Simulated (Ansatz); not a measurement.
Ideal-gas functions of CH₃Cl₂InSe (`C[Se][In]([Cl])[Cl]`) at 800 K and 1 bar, from an Ansatz frequency run at PBE0-D4/def2-TZVP.

Molar mass 279.72 g/mol, point group C1 (symmetry number 1), electronic degeneracy 1, moments of inertia 314.205, 641.309, 952.286 u Å². Harmonic wavenumbers (cm⁻¹, unscaled): 36, 58, 67, 91, 97, 154, 247, 362, 380, 599, 921, 930, 1313, 1460, 1464, 3087, 3186, 3201.

Use S(trans) = R[1.5 ln M + 2.5 ln T − 1.1517]; rotational temperatures θ = 24.2544 K / I; S(rot) = R[ln(√π/σ · √(T³/θAθBθC)) + 1.5]; for each mode x = 1.438777 ν̃/T, S = R[x/(eˣ − 1) − ln(1 − e⁻ˣ)] and H = RT x/(eˣ − 1); 1 cm⁻¹ = 0.0119627 kJ/mol; R = 8.31446 J/(mol·K).

**Question.** By hand: the entropy, in J/(mol·K).

**Answer.** Translation 199.6. Rotation: θ = 0.0772, 0.0378, 0.0255 K, giving 140.1. Vibration, mode by mode: 31.08, 27.11, 25.91, 23.37, 22.84, 19.02, 15.13, 12.03, 11.64, 8.09, 5.01, 4.94, 2.87, 2.33, 2.32, 0.21, 0.18, 0.18, in all 214.3. Electronic 0.0. Sum 554.0 J/(mol·K).

**Question.** By hand: H − E and G − E in kJ/mol, counted from the electronic energy.

**Answer.** Zero-point energy ½ × 17653 × 0.0119627 = 105.6; thermal vibration 65.2; translation, rotation and pV give 4 RT = 26.6. H − E = 197.4 kJ/mol, and G − E = 197.4 − 800 × 554.0/1000 = -245.8 kJ/mol.

Vibration gives 39 % of the entropy, 130.3 J/(mol·K) of it from the modes under 150 cm⁻¹: soft modes count most, and the harmonic formula is weakest for them. The sum counts one conformer and one mirror image; others add a mixing term.
